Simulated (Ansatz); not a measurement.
`C[SiH](O)F` + H₂S → `C[SiH](F)S` + H₂O at 298.15 K and 1 bar (ligand exchange at the Si–O bond).

Gas-phase electronic energies from Ansatz, PBE0-D4/def2-TZVP geometries. CBS: MP2 limit from def2 TZ/QZ plus the TZ coupled-cluster correction, frozen cores. This one scheme is used for every species. One conformer a species, not always the lowest.

```
     species  CCSD(T)/CBS energy (Eh)  H − E (kJ/mol)  S (J/(mol·K))
`C[SiH](O)F`               -505.24344           182.7          314.7
         H₂S               -398.97279            49.9          205.7
`C[SiH](F)S`               -827.81979           172.3          329.6
         H₂O                -76.37941            66.4          188.7
```

H − E and S are ideal-gas, rigid-rotor, harmonic terms from PBE0-D4/def2-TZVP, for one conformer and one mirror image of each species. 1 Eh = 2625.50 kJ/mol, R = 8.31446 J/(mol·K).

Question: By hand: ΔE, ΔH, ΔS and ΔG.

Answer: ΔE = (-827.81979) + (-76.37941) − (-505.24344) − (-398.97279) = 0.01703 Eh = 44.7 kJ/mol. Δ(H − E) = 172.3 + 66.4 − 182.7 − 49.9 = 6.1, so ΔH = 50.8 kJ/mol. ΔS = 329.6 + 188.7 − 314.7 − 205.7 = -2.1 J/(mol·K). ΔG = 50.8 − 298.15 × (-2.1)/1000 = 51.4 kJ/mol.

Question: By hand: the equilibrium constant, and the temperature at which ΔG would vanish if ΔH and ΔS stayed fixed.

Answer: log₁₀ K = −ΔG/(RT ln 10) = -9.0. ΔH and −TΔS have one sign here, so there is no such temperature.

The number of gas molecules stays the same, so ΔS is small and ΔH decides. A doubt of 5 kJ/mol in ΔE shifts log₁₀ K by 0.9 here. Other conformers and mirror images would add mixing entropy, several J/(mol·K) or more a flexible species. These are equilibria of isolated gas molecules and say nothing of rates. Largest T1 diagnostic: 0.011 (customary marks: 0.02 for closed shells, 0.045 for open ones).

ΔS is within the doubt of such terms, so its sign, and with it that verdict, could turn.
